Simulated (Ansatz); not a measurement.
Single points on the cluster B₂P₂.

```yaml
crystal:
  periodic: [false, false, false]
  atoms:
    - {symbol: B, position_ang: [-0.832575, 0.092380, -0.014040]}
    - {symbol: B, position_ang: [0.832574, -0.092437, 0.013781]}
    - {symbol: P, position_ang: [-0.169749, -1.581590, -0.347612]}
    - {symbol: P, position_ang: [0.169750, 1.581647, 0.347871]}
basis:
  gaussian: {orbitals: def2-SVP, initial_orbitals: start.molden}
hamiltonian: {xc: pbe, dispersion: d4}
scf: {omitted_lower_state_checks: [starts]}
output: {orbitals: {seedname: orbitals}}
```

The file start.molden holds the orbitals of an earlier run on this structure, at another level or in another basis.

```sh
$ ansatz run in.yaml --threads 4 --pin off --events-out ev --progress --plain --max-ram 3916MiB
```

Output, abridged:

```
Functional definition: PBE
722 factors; their error is unknown
mean field evaluation 1: about -19909.2875 eV, gradient 6.3e0 eV
mean field evaluation 2: about -19909.3866 eV, gradient 8.6e-2 eV
mean field evaluation 4: about -19909.3679 eV, gradient 9.5e-5 eV
mean field -19909.36793767 eV, -731.6557766552 hartree, gradient 1.5e-5 eV, S^2 0.000000; 0 other end points of the search recorded, 0 dependent functions left out
reference -19909.36796166 eV, -731.6557775367 hartree; 20, 20 occupied and 44, 44 virtual orbitals, 722 factors
Total energy: -19909.51053043 eV, -731.6610168425 hartree
Checks for a lower state left out: starts
```

Hardware: 4 threads of Arm Neoverse V2 on a shared host. Wall time 0.35 s.

As the first input, with `hamiltonian: {xc: pbe0, dispersion: d4}` (abridged; 0.4 s):

```
Functional definition: PBE0
mean field -19910.84206411 eV, -731.7099498024 hartree, gradient 1.5e-5 eV, S^2 0.000000
Total energy: -19910.96150446 eV, -731.7143391543 hartree
Checks for a lower state left out: starts
```

As the first input, with `gaussian: {orbitals: def2-TZVPD, initial_orbitals: start.molden}` (abridged; 0.95 s):

```
Functional definition: PBE
mean field -19917.12670067 eV, -731.9409059364 hartree, gradient 2.0e-5 eV, S^2 0.000000
Total energy: -19917.26930659 eV, -731.9461466071 hartree
Checks for a lower state left out: starts
```

First input, but with `gaussian: {orbitals: def2-TZVP, initial_orbitals: start.molden}`, `hamiltonian: {xc: lda}` (abridged; 0.35 s):

```
Functional definition: SPW92
mean field -19844.50440851 eV, -729.2720859245 hartree, gradient 1.6e-5 eV, S^2 0.000000
Total energy: -19844.50443826 eV, -729.2720870177 hartree
Checks for a lower state left out: starts
```

First input, but with `gaussian: {orbitals: def2-TZVP, initial_orbitals: start.molden}`, `hamiltonian: {xc: {name: PBE-QIDH}}` and without the key `output` (abridged; 1.4 s):

```
Functional definition: PBE-QIDH
mean field -19908.27112813 eV, -731.6154696478 hartree, gradient 2.2e-6 eV, S^2 0.000000; unrestricted orbitals would lower it
12 core orbitals not correlated: weight in the atoms' cores, before any rotation towards them, 1.000 or more for the frozen orbitals, at most 0.000 for the correlated occupied ones
second order -15.11219164 eV of doubles, -0.00000000 eV of singles
Total energy: -19913.30853504 eV, -731.8005909372 hartree
Checks for a lower state left out: starts
```

The first input with `gaussian: {orbitals: def2-TZVPD, initial_orbitals: start.molden}`, `hamiltonian: {xc: pbe0, dispersion: d4}` (abridged; 1.1 s):

```
Functional definition: PBE0
mean field -19918.55283794 eV, -731.9933155144 hartree, gradient 1.9e-5 eV, S^2 0.000000
Total energy: -19918.67228809 eV, -731.9977052264 hartree
Checks for a lower state left out: starts
```

The first input with `gaussian: {orbitals: 6-31G}`, `hamiltonian: {xc: {name: B3LYP}, dispersion: d4}` (abridged; 0.35 s):

```
Functional definition: B3LYP
mean field evaluation 16: about -19924.2811 eV, gradient 2.3e-5 eV
mean field -19924.28107852 eV, -732.2038244727 hartree, gradient 2.3e-5 eV, S^2 0.000000
Total energy: -19924.52009467 eV, -732.2126081543 hartree
Checks for a lower state left out: starts
```

Geometry: PBE0-D4/def2-TZVP.

B3LYP takes the VWN-RPA correlation. Correlated methods freeze 12 core orbitals. The restricted singlet is unstable towards broken spin symmetry at other levels; at PBE-D4/def2-SVP, PBE0-D4/def2-SVP, PBE-D4/def2-TZVPD, LDA (SPW92)/def2-TZVP and others this wasn't settled. At PBE-D4/def2-SVP, PBE-D4/def2-TZVPD, LDA (SPW92)/def2-TZVP an occupied level of the charge 0 singlet lies above an empty one (by up to 0.05 eV), so this SCF solution is probably not the lowest. At PBE-QIDH/def2-TZVP the restricted singlet (for correlated methods, its reference) is unstable: a solution with broken spin symmetry lies lower. The geometry of the singlet was relaxed on an unsound state (restricted singlet, unstable towards broken spin symmetry). At PBE0-D4/def2-TZVP a triplet of charge 0 lies 0.87 eV below the restricted singlet, each at its own geometry. The structure comes from a short search, and lower isomers may exist.
